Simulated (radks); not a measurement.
Question: These are the eigenvalues of the occupied orbitals of an atom or ion with whole-number occupations (eV). All-electron calculation, scalar-relativistic Kohn-Sham, PBE, spin-polarised, spherical densities, finite nucleus; Fermi nuclear charge, rms radius of each element as measured or else 0.836 A^(1/3) + 0.57 fm. Program: a radial shooting solver on a logarithmic mesh with Libxc functionals.

| orbital | eigenvalue |
|---|---|
| 1s | -46316.49 |
| 2s | -8583.326 |
| 2p | -7806.160 |
| 3s | -2785.742 |
| 3p | -2540.791 |
| 3d | -2214.277 |

Which element is it, and in what charge state? The configuration may be excited. Open shells, if any, are filled with parallel spins first.

Answer: Z = 61, promethium, charge +33: Pm33+ in [Ar] 3d10. The list shows which subshells hold electrons but not how many an open one holds; the 1s level, -1702.1 hartree, gives Z - s = 58.3 by -(Z - s)^2/2, which with screening and relativity narrows Z to a few neighbours, and the depths of the outer levels then fix element, charge and occupations together.
